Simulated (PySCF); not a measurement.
Vertical excitation energies

C₅H₉FS.
InChI=1S/C5H9FS/c1-3-5(4-6)7-2/h4H,3H2,1-2H3/b5-4-

Method: TDDFT wB97X-D/def2-SVPD, vertical, gas phase, core orbitals frozen in the response (PySCF). Geometry: GFN2-xTB, one conformer, isolated molecule. Torsions of this conformer, `[CH3:1][CH2:2]/[C:3](=[CH:4]/[F:5])[S:6][CH3:7]`: C1–C2–C3–C4 -99°, C2–C3–S6–C7 -168°.

```csv
state,λ (nm),E (eV),f,"main configurations (H = HOMO, L = LUMO)"
S1,229.5,5.40,0.0045,"H→L (60%), H→L+1 (18%)"
S2,206.2,6.01,0.223,"H→L+1 (67%), H→L (15%), H→L+2 (14%)"
S3,201.1,6.17,0.0065,"H→L+2 (62%), H→L (14%)"
S4,185.2,6.69,0.0028,"H→L+5 (53%), H→L+4 (18%), H→L+3 (13%)"
S5,181.1,6.85,0.031,H→L+3 (76%)
S6,172.1,7.20,0.010,"H→L+4 (59%), H→L+5 (24%)"
S7,168.1,7.38,0.012,"H→L+6 (44%), H→L+10 (15%), H→L+7 (13%)"
S8,160.6,7.72,0.0079,"H→L+9 (39%), H-1→L (14%), H→L+7 (13%)"
```

Triplets, Tamm–Dancoff:

```json
{"state": "T1", "E (eV)": "4.08", "λ (nm)": "304.0", "main configurations (H = HOMO, L = LUMO)": "H→L+1 (42%), H→L (30%), H→L+2 (12%)"}
{"state": "T2", "E (eV)": "5.12", "λ (nm)": "242.4", "main configurations (H = HOMO, L = LUMO)": "H→L (39%), H→L+1 (31%), H→L+9 (12%)"}
{"state": "T3", "E (eV)": "5.86", "λ (nm)": "211.8", "main configurations (H = HOMO, L = LUMO)": "H→L+2 (44%), H→L+4 (10%), H→L+6 (9%)"}
```

The lowest singlet comes at 229 nm (521 kJ/mol) in the ultraviolet; it is very weak; its leading configuration is HOMO→LUMO (60%). The most intense listed level is S2 at 6.01 eV (206 nm, f = 0.223), 0.61 eV above S1. Löwdin shares by element: HOMO sulfur 43%, carbon 36% or more, fluorine 7%; LUMO carbon 37% or more, sulfur 33% (atoms not listed hold the other 30%). The listed states span 2.31 eV, and the widest gap between neighbours is 0.61 eV (S1 to S2). Weighted by f, the mean energy of these states is 6.24 eV. The oscillator strengths of these states sum to 0.298; summed over the whole spectrum of an exact calculation they would give the number of electrons, 64 (Thomas–Reiche–Kuhn). Singlets were solved by full linear response, triplets in the Tamm–Dancoff approximation.
